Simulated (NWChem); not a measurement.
System: thionyl fluoride (SOF₂); SMILES O=S(F)F

Input file for NWChem:

```
start job
memory heap 200 mb stack 900 mb global 1100 mb
geometry units angstroms
  O      0.005986    -1.371071    -0.389891
  S      0.000753    -0.172811     0.403403
  F      1.165575     0.780066    -0.186427
  F     -1.172333     0.769866    -0.186440
end
basis spherical
  * library 3-21g
end
dft
  xc hfexch
  iterations 150
end
driver
  maxiter 120
end
task dft optimize
task dft freq
```

Output (shortened):

```
             Northwest Computational Chemistry Package (NWChem) 7.3.0
             --------------------------------------------------------

 CS  symmetry detected

                             Geometry "geometry" -> ""
                             -------------------------

 Output coordinates in angstroms (scale by  1.889725989 to convert to a.u.)

  No.       Tag          Charge          X              Y              Z
 ---- ---------------- ---------- -------------- -------------- --------------
    1 O                    8.0000    -0.36352222    -1.38328485     0.00000000
    2 S                   16.0000     0.40715732    -0.17034511     0.00000000
    3 F                    9.0000    -0.20035219     0.76621114     1.16896513
    4 F                    9.0000    -0.20035219     0.76621114    -1.16896513

 Effective nuclear repulsion energy (a.u.)     190.8287780799

      Symmetry information
      --------------------

 Group name             Cs
 Group number              2
 Group order               2
 No. of unique centers     3

                                Z-matrix (autoz)
                                --------

 Units are Angstrom for bonds and degrees for angles

      Type          Name      I     J     K     L     M      Value
      ----------- --------  ----- ----- ----- ----- ----- ----------
    1 Stretch                  1     2                       1.43707
    2 Stretch                  2     3                       1.61638
    3 Stretch                  2     4                       1.61638
    4 Bend                     1     2     3               106.70761
    5 Bend                     1     2     4               106.70761
    6 Bend                     3     2     4                92.63852
    7 Torsion                  1     2     3     4        -108.31917
    8 Torsion                  1     2     4     3         108.31917
    9 Torsion                  3     2     1     4          98.06391
   10 Torsion                  1     4     2     3        -108.31917
   11 Torsion                  3     1     2     4         -98.06391
   12 Torsion                  1     3     2     4         108.31917

  xc_inp: hfexch multiplicative factor not found.

                           NWChem Geometry Optimization
                           ----------------------------

 maximum gradient threshold         (gmax) =   0.000450
 rms gradient threshold             (grms) =   0.000300
 maximum cartesian step threshold   (xmax) =   0.001800
 rms cartesian step threshold       (xrms) =   0.001200
 fixed trust radius                (trust) =   0.300000
 source of zmatrix                         =   autoz

          -------------------
          Energy Minimization
          -------------------

 Using diagonal initial Hessian
 Scaling for Hessian diagonals: bonds = 1.00  angles = 0.25  torsions = 0.10

          --------
          Step   0

                                 NWChem DFT Module
                                 -----------------

 Summary of "ao basis" -> "ao basis" (spherical)
 ------------------------------------------------------------------------------
       Tag                 Description            Shells   Functions and Types
 ---------------- ------------------------------  ------  ---------------------
 O                           3-21g                   5        9   3s2p
 S                           3-21g                   7       13   4s3p
 F                           3-21g                   5        9   3s2p

      Symmetry analysis of basis
      --------------------------

        a'         26
        a"         14

            General Information
            -------------------
          SCF calculation type: DFT
          Wavefunction type:  closed shell.
          No. of atoms     :     4
          No. of electrons :    42
           Alpha electrons :    21
            Beta electrons :    21
          Charge           :     0
          Spin multiplicity:     1
          Use of symmetry is: on ; symmetry adaption is: on
          Maximum number of iterations: 150
          AO basis - number of functions:    40
                     number of shells:    22
          Convergence on energy requested:  1.00D-06
          Convergence on density requested:  1.00D-05
          Convergence on gradient requested:  5.00D-04

              XC Information
              --------------
                     Hartree-Fock (Exact) Exchange  1.000

      Superposition of Atomic Density Guess
      -------------------------------------

 Sum of atomic energies:        -667.61935220

      Non-variational initial energy
      ------------------------------

 Total energy =    -668.354960
 1-e energy   =   -1308.199224
 2-e energy   =     449.015486
 HOMO         =      -0.329214
 LUMO         =       0.063446

[...]

      ----------------------
      Optimization converged
      ----------------------

  Step       Energy      Delta E   Gmax     Grms     Xrms     Xmax
  ---- ---------------- -------- -------- -------- -------- --------
@    3    -667.65100007 -1.1D-06  0.00008  0.00003  0.00046  0.00100
                                     ok       ok       ok       ok

                                Z-matrix (autoz)
                                --------

 Units are Angstrom for bonds and degrees for angles

      Type          Name      I     J     K     L     M      Value     Gradient
      ----------- --------  ----- ----- ----- ----- ----- ---------- ----------
    1 Stretch                  1     2                       1.52895    0.00008
    2 Stretch                  2     3                       1.63308   -0.00000
    3 Stretch                  2     4                       1.63308   -0.00000
    4 Bend                     1     2     3               105.79393   -0.00001
    5 Bend                     1     2     4               105.79393   -0.00001
    6 Bend                     3     2     4                91.89214    0.00002
    7 Torsion                  1     2     3     4        -106.99905    0.00000
    8 Torsion                  1     2     4     3         106.99905   -0.00000
    9 Torsion                  3     2     1     4          96.64215    0.00002
   10 Torsion                  1     4     2     3        -106.99905    0.00000
   11 Torsion                  3     1     2     4         -96.64215   -0.00002
   12 Torsion                  1     3     2     4         106.99905   -0.00000

                         Geometry "geometry" -> "geometry"
                         ---------------------------------

 Output coordinates in angstroms (scale by  1.889725989 to convert to a.u.)

  No.       Tag          Charge          X              Y              Z
 ---- ---------------- ---------- -------------- -------------- --------------
    1 O                    8.0000    -0.38603635    -1.44019953     0.00000000
    2 S                   16.0000     0.43714701    -0.15177114     0.00000000
    3 F                    9.0000    -0.20408997     0.78538150     1.17366825
    4 F                    9.0000    -0.20408997     0.78538150    -1.17366825

 Effective nuclear repulsion energy (a.u.)     186.0914652378

      Symmetry information
      --------------------

 Group name             Cs
 Group number              2
 Group order               2
 No. of unique centers     3

                Final and change from initial internal coordinates
                --------------------------------------------------

                                Z-matrix (autoz)
                                --------

 Units are Angstrom for bonds and degrees for angles

[...]

 Rotational Constants
 --------------------
 A=   0.270127 cm-1  (  0.388644 K)
 B=   0.250183 cm-1  (  0.359950 K)
 C=   0.153733 cm-1  (  0.221183 K)

 Temperature                      =   298.15K
 frequency scaling parameter      =   1.0000

 Zero-Point correction to Energy  =    5.914 kcal/mol  (  0.009424 au)
 Thermal correction to Energy     =    8.367 kcal/mol  (  0.013333 au)
 Thermal correction to Enthalpy   =    8.959 kcal/mol  (  0.014277 au)

 Total Entropy                    =   67.123 cal/mol-K
   - Translational                =   39.250 cal/mol-K (mol. weight =  85.9638)
   - Rotational                   =   24.544 cal/mol-K (symmetry #  =        1)
   - Vibrational                  =    3.330 cal/mol-K

 Cv (constant volume heat capacity) =   11.607 cal/mol-K
   - Translational                  =    2.979 cal/mol-K
   - Rotational                     =    2.979 cal/mol-K
   - Vibrational                    =    5.648 cal/mol-K

[normal modes left out]

 ----------------------------------------------------------------------------
 Normal Eigenvalue ||           Projected Infra Red Intensities
  Mode   [cm**-1]  || [atomic units] [(debye/angs)**2] [(KM/mol)] [arbitrary]
 ------ ---------- || -------------- ----------------- ---------- -----------
    1       -0.000 ||    0.000071           0.002         0.070       0.021
    2       -0.000 ||    0.003847           0.089         3.750       1.104
    3       -0.000 ||    0.000634           0.015         0.618       0.182
    4       -0.000 ||    0.003802           0.088         3.706       1.091
    5        0.000 ||    0.004157           0.096         4.053       1.193
    6        0.000 ||    0.000810           0.019         0.790       0.233
    7      352.064 ||    0.011499           0.265        11.210       3.301
    8      352.926 ||    0.017005           0.392        16.577       4.882
    9      483.704 ||    0.067904           1.567        66.196      19.494
   10      909.120 ||    0.124914           2.882       121.773      35.861
   11      920.097 ||    0.105358           2.431       102.708      30.247
   12     1120.679 ||    0.077991           1.799        76.029      22.390
 ----------------------------------------------------------------------------
```

Level: Hartree-Fock/3-21G.
